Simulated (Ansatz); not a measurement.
Start from `N=CB(F)S` and change one atom or group to get `COB(F)S`.

Ansatz, PBE0-D4/def2-TZVP geometries, multiplicity 1. Each molecule was computed in one conformer, which needn't be the lowest.

```tsv
property	`N=CB(F)S`
HOMO–LUMO gap (PBE/def2-TZVPP) / eV	3.08
HOMO energy (PBE/def2-TZVPP) / eV	-6.19
LUMO energy (PBE/def2-TZVPP) / eV	-3.10
HOMO energy (PBE0/def2-TZVPP) / eV	-7.73
HOMO–LUMO gap (PBE0/def2-TZVPP) / eV	5.58
size of the dipole moment (PBE/def2-TZVPP) / D	1.62
```

Task: What does the change do to each property? (Estimate.)

Result: Ansatz gave: 
```tsv
property	`COB(F)S`	shift
HOMO–LUMO gap (PBE/def2-TZVPP) / eV	6.09	3.01
HOMO energy (PBE/def2-TZVPP) / eV	-6.41	-0.22
LUMO energy (PBE/def2-TZVPP) / eV	-0.32	2.78
HOMO energy (PBE0/def2-TZVPP) / eV	-7.68	0.05
HOMO–LUMO gap (PBE0/def2-TZVPP) / eV	8.28	2.70
size of the dipole moment (PBE/def2-TZVPP) / D	2.15	0.53
```

With PBE0 the HOMO rises by 0.05 eV and the LUMO rises by 2.75 eV, so the gap widens by about 2.70 eV. PBE moves the HOMO by -0.22 eV and ωB97M-V by 0.21 eV. Dipoles are sizes alone; their direction can turn.
